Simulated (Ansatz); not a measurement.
The cluster WO3. Charge 0, multiplicity 3. Geometry PBE0-D4/def2-TZVP.

```xyz
4

W    -0.215   -0.176    0.082
O     0.661   -1.249   -0.914
O     0.671    0.454    1.634
O    -1.117    0.972   -0.801
```

In the def2 sets W takes a core potential; there is no spin–orbit coupling. LC-ωPBE has ω = 0.4 bohr⁻¹. At PBE0-D4/def2-TZVP a singlet of charge 0 lies 1.54 eV below the triplet, each at its own geometry. The structure comes from a short search, and lower isomers may exist.

Estimate the α-spin orbital energies around the gap (eV) in Ansatz with PBE-D4/def2-TZVP, r2SCAN-D4/def2-TZVP, BHLYP-D4/def2-TZVP, LC-ωPBE/def2-TZVP, ωB97X-V/def2-TZVP.


```csv
orbital,PBE-D4/def2-TZVP,r2SCAN-D4/def2-TZVP,BHLYP-D4/def2-TZVP,LC-ωPBE/def2-TZVP,ωB97X-V/def2-TZVP
HOMO−9,-11.63,-12.45,-16.01,-17.11,-16.56
HOMO−8,-11.27,-11.76,-15.12,-16.30,-15.93
HOMO−7,-10.58,-10.96,-14.03,-15.34,-14.94
HOMO−6,-10.42,-10.80,-14.02,-15.18,-14.83
HOMO−5,-10.29,-10.67,-13.43,-14.70,-14.34
HOMO−4,-9.77,-10.25,-12.93,-14.31,-13.93
HOMO−3,-9.25,-9.51,-11.95,-13.36,-13.02
HOMO−2,-8.81,-9.13,-11.93,-13.13,-12.83
HOMO−1,-8.18,-8.35,-11.03,-12.22,-11.93
HOMO,-6.41,-6.87,-9.05,-10.56,-10.03
LUMO,-3.84,-3.76,-2.00,-0.64,-0.66
LUMO+1,-3.19,-3.04,-1.08,0.28,0.23
LUMO+2,-1.12,-0.86,0.30,1.58,1.53
LUMO+3,-0.98,-0.72,0.69,2.04,1.99
LUMO+4,-0.53,-0.23,1.36,2.64,2.56
LUMO+5,0.09,0.59,1.50,2.79,2.73
β HOMO,-8.08,-8.32,-11.04,-12.23,-11.90
β LUMO,-7.86,-7.30,-4.74,-3.87,-4.16
```
